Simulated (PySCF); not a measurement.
Working with the constants of Sc₂

r²SCAN constants of Sc₂, ⁵Σu⁻ (quintet), unpaired electrons σ ↑↑, π ↑↑ (basis Sc def2-TZVPP; no relativity; PySCF 2.14; masses 44.9559 and 44.9559 u):

| Quantity | Value |
| --- | --- |
| ωe | 249.7 cm⁻¹ |
| ωexe | 0.583 cm⁻¹ |
| Be | 0.11449 cm⁻¹ |
| αe | 0.000284 cm⁻¹ |
| De to Sc (3d1 4s2) + Sc (3d1 4s2) | 1.21 eV |

(1) What force constant and bond length do these constants imply?

(2) Estimate the centrifugal constant D from the Kratzer relation and find the Dunham coefficient a1.

The metal atom is held in its measured ground configuration; semilocal functionals can put another filling of s and d lower by some tenths of an eV, and De to that atom would be smaller. With d or f electrons several states lie close, and the lowest PBE0 determinant need not be the measured ground state.

Results:

(1) Reduced mass μred = 22.478 u; k = 5.8918×10⁻⁷·μred·ωe² (u, cm⁻¹, mdyn/Å) = 0.826 mdyn/Å; Re = √(16.8576/(μred·Be)) (u, cm⁻¹, Å) = 2.559 Å.

(2) D = 4Be³/ωe² = 9.63e-08 cm⁻¹; a1 = −1 − αeωe/(6Be²) = -1.90.
